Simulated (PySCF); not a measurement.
CBr₃, SMILES Br[C](Br)Br, multiplicity 2. Coordinates come from a ωB97X-D3(BJ)/def2-SVP optimisation.

Computed equilibrium geometry at ωB97X-D3(BJ)/def2-SVP (PySCF confirms it by a frequency run) as a Z-matrix, and its point group:
point group C3v.
```
C
Br 1 1.8530
Br 1 1.8530 2 118.50
Br 1 1.8530 2 118.50 3 155.90
```
Charge 0, spin multiplicity 2.
